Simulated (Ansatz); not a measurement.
Gas-phase electronic energies from Ansatz, PBE0-D4/def2-TZVP geometries. CCSD(T)/CBS adds triple-zeta CCSD(T) − MP2 to the extrapolated MP2 energy (def2 sets, frozen cores). Functionals use def2-TZVPP. B3LYP here is the variant with VWN-RPA as its local correlation; programs differ in this. Elements past krypton have def2 core potentials. For Zr outer-core shells are correlated without core-valence functions, which leaves a few kJ/mol of doubt a bond. One conformer a species, not always the lowest.

`C[SiH2]CCF` + `[NH2][Zr]([OH])([OH])[F]` → `C[O][Zr]([NH2])([OH])[F]` + `FCC[SiH3]`  (substitution at a C–Si bond)

| level | ΔE (kcal/mol) | difference from CCSD(T)/CBS |
| --- | --- | --- |
| PBE-D4 | 20.8 | -1.2 |
| B3LYP-D4 | 20.0 | -2.0 |
| PBE | 20.3 | -1.7 |
| HF/def2-TZVPP | 18.0 | -4.0 |
| MP2/def2-TZVPP | 22.2 | 0.2 |
| SCS-MP2/def2-TZVPP | 20.3 | -1.7 |
| CCSD/def2-TZVPP | 20.6 | -1.4 |
| CCSD(T)/def2-TZVPP | 20.6 | -1.4 |
| MP2/def2-QZVPP | 23.0 | 1.0 |
| MP2/CBS(def2) | 23.6 | 1.6 |
| CCSD(T)/CBS | 22.0 | 0 |

Largest T1 diagnostic among the species: 0.016.

From PBE to PBE0 (25 % exact exchange), in def2-TZVPP and without D4, ΔE moves by +0.7 kcal/mol. The D4 term adds +0.8 kcal/mol with B3LYP and +0.4 kcal/mol with PBE0; it sums over pairs of atoms, weighted by their polarisabilities, and B3LYP, whose exchange is more repulsive, gets the larger term.

CCSD(T)/CBS has its own doubt, a few kJ/mol and more with outer-core shells, so smaller differences from it don't rank the levels.
